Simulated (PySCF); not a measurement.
Changes within a family of molecules, several properties at once.

PySCF, CAM-B3LYP/def2-SVPD, density fitting, gas phase; each molecule at its own GFN2-xTB geometry, one conformer. Singlet excitations by full TDDFT with frozen cores and triplets by Tamm–Dancoff TDDFT. 

Torsions of the conformers computed, which needn't be the lowest (atom-mapped SMILES):
- `[H]/[P:4]=[CH:3]\[CH:2]=[CH2:1]`: C1–C2–C3–P4 180°
- `[F:1]/[CH:2]=[P:3]\[c:4]1[cH:5][cH:6][cH:7][cH:8][c:9]1[F:10]`: C2–P3–C4–C5 53°
- `[OH:1][CH2:2]/[P:3]=[CH:4]\[F:5]`: O1–C2–P3–C4 175°, H–O1–C2–P3 65°
- `[F:1]/[CH:2]=[P:3]\[N:4]([SiH3:5])[SiH3:6]`: C2–P3–N4–Si5 -30°
- `[OH:1][CH2:2][CH2:3][CH2:4]/[P:5]=[CH:6]\[F:7]`: O1–C2–C3–C4 179°, C2–C3–C4–P5 64°, C3–C4–P5–C6 -122°, H–O1–C2–C3 59°
- `[CH3:1][CH2:2][C@@H:3]([CH3:4])/[P:5]=[CH:6]\[F:7]`: C1–C2–C3–C4 175°, C2–C3–P5–C6 129°
- `[H]/[P:4]=[CH:3]\[O:2][CH3:1]`: C1–O2–C3–P4 0°

Reference: `[H]/P=C\C=C`, with HOMO energy -7.92 eV, LUMO energy -1.08 eV, lowest singlet excitation 4.59 eV, lowest triplet excitation 2.14 eV, mean polarisability 71.2 au and dipole moment 1.33 D.

Changes against it:

| molecule | Δ HOMO energy (eV) | Δ LUMO energy (eV) | Δ lowest singlet excitation (eV) | Δ lowest triplet excitation (eV) | Δ mean polarisability (au) | Δ dipole moment (D) |
| --- | --- | --- | --- | --- | --- | --- |
| F/C=P\N([SiH3])[SiH3] | +0.06 | +0.95 | +0.24 | +0.57 | +24.7 | -0.55 |
| OCCC/P=C\F | -0.59 | +0.63 | +0.51 | +0.63 | +9.3 | +0.40 |
| CC[C@@H](C)/P=C\F | -0.52 | +0.80 | +0.41 | +0.66 | +16.6 | -0.58 |
| [H]/P=C\OC | -0.04 | +1.16 | +0.78 | +0.73 | -14.2 | +0.54 |

Rows whose labels were lost:

```
row  Δ HOMO energy (eV)  Δ LUMO energy (eV)  Δ lowest singlet excitation (eV)  Δ lowest triplet excitation (eV)  Δ mean polarisability (au)  Δ dipole moment (D)
  P               -0.75               +0.49                             +0.24                             +0.56                       -14.2                +0.14
  Q               -0.38               +0.36                             +0.20                             +0.55                       +34.7                +0.33
```

Question: Which row belongs to which of `F/C=P\c1ccccc1F` and `OC/P=C\F`?

Answer: P = `OC/P=C\F` and Q = `F/C=P\c1ccccc1F`. P and Q are told apart most clearly by the mean polarisability (-14.2 against +34.7 au).

Question: Which row has the smallest HOMO–LUMO gap and which the largest, and does the HOMO or the LUMO shift more there?

Answer: Smallest, counted from the reference: Q, +0.74 eV (HOMO -0.38, LUMO +0.36), the larger shift being that of neither alone. Largest: `CC[C@@H](C)/P=C\F`, +1.32 eV (HOMO -0.52, LUMO +0.80), the larger shift being that of the LUMO. The gap of the reference itself lies below all of them.
